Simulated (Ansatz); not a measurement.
System: C2H7BN, net charge 0, doublet state. SMILES: C[B]NC
Structure (B3LYP-D3(BJ)/def2-TZVP (Ansatz, a program for electronic structure) minimum search):
```
N
H 1 1.0162
B 1 1.3768 2 119.18
C 1 1.4561 2 113.39 3 180.00
H 4 1.0882 1 108.78 2 180.00
H 4 1.0931 5 108.56 1 -121.18
H 4 1.0931 5 108.56 6 -117.63
C 3 1.5608 1 127.63 2 0.00
H 8 1.0932 3 110.97 1 -121.09
H 8 1.0932 9 106.19 3 120.69
H 8 1.0991 9 107.79 10 115.29
```
Charge 0, spin multiplicity 2.

Quantity: size of the dipole moment, in D. Set-up: 6-31G* and kin with 6d, 5d where marked; non-relativistic; 6-311+G** with 5d; UHF or UKS for open shells; LANL2DZ all-electron up to Ne; dispersion terms only where a functional's name holds one; no spin-orbit coupling. Ab initio and DFT rows: single points at B3LYP-D3(BJ) geometries (Ansatz).

```json
[
 {"level": "B3LYP/STO-3G", "program": "Ansatz", "size of the dipole moment (D)": "1.63"},
 {"level": "B3LYP/3-21G", "program": "Ansatz", "size of the dipole moment (D)": "2.02"},
 {"level": "B3LYP/LANL2DZ", "program": "Ansatz", "size of the dipole moment (D)": "2.04"},
 {"level": "B3LYP/6-31G", "program": "Ansatz", "size of the dipole moment (D)": "1.77"},
 {"level": "B3LYP/6-31G*", "program": "Ansatz", "size of the dipole moment (D)": "1.74"},
 {"level": "B3LYP/6-31+G*", "program": "Ansatz", "size of the dipole moment (D)": "1.83"},
 {"level": "B3LYP/6-31G**", "program": "Ansatz", "size of the dipole moment (D)": "1.72"},
 {"level": "B3LYP/def2-SVP", "program": "Ansatz", "size of the dipole moment (D)": "1.95"},
 {"level": "B3LYP/cc-pVDZ", "program": "Ansatz", "size of the dipole moment (D)": "1.89"},
 {"level": "B3LYP/6-311+G**", "program": "Ansatz", "size of the dipole moment (D)": "1.82"}
]
```

No value to compare with is used here. The 10 habitual levels span 1.63 (B3LYP/STO-3G) to 2.04 D (B3LYP/LANL2DZ).

The sets are all those run for this method; left out are runs that failed, that the program found above a lower state of the same kind, or whose <S^2> lies over 0.5 above the pure value.
